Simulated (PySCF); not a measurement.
## Cl²⁺ (chlorine, charge +2): TPSS calculation

Configuration: [Ne] 3s1 3p3 3d1, high-spin 6D determinant (an excited configuration). Calculation: PySCF 2.14, in aug-cc-pwCVQZ; no relativity, point nucleus.

| Property | Result |
| --- | --- |
| Total energy | -457.8799 hartree |
| One-electron energy | -616.1260 hartree |
| Hartree (Coulomb) energy | 185.8188 hartree |
| Exchange-correlation energy | -27.5727 hartree |
| Kinetic energy | 457.42597 hartree |
| ⟨S²⟩ | 8.7500 |
| ⟨L²⟩ | 6.007 |
| Sum of ⟨r⟩ | 11.57 bohr |
| Sum of ⟨r²⟩ | 17.16 bohr² |
| Traceless quadrupole moment −½Σ⟨3z² − r²⟩ along its main axis | 1.33 e·bohr² |
| Density at the nucleus (Gaussians lack the cusp) | 3180 bohr⁻³ |
| Spin density at the nucleus | 14.0 bohr⁻³ |
| Langevin diamagnetic susceptibility | -13.6 ×10⁻⁶ cm³/mol |

| shell | electrons | mean orbital energy (hartree) | spread (hartree) | rms radius, mean of both spins (bohr) |
| --- | --- | --- | --- | --- |
| 1s α | 1 | -102.25705 | 0 | 0.106 |
| 1s β | 1 | -102.22254 | 0 | 0.106 |
| 2s α | 1 | -10.44130 | 0 | 0.484 |
| 2s β | 1 | -10.40150 | 0 | 0.484 |
| 2p α | 3 | -8.22572 | 0.00889 | 0.453 |
| 2p β | 3 | -8.17700 | 0.01345 | 0.453 |
| 3s α | 1 | -1.80639 | 0 | 1.52 |
| 3p α | 3 | -1.30584 | 0.01309 | 1.67 |
| 3d α | 1 | -0.63089 | 0 | 2.17 |

The outer electron is Rydberg-like, and this basis confines it to a smaller radius and binds it less than a complete one would.
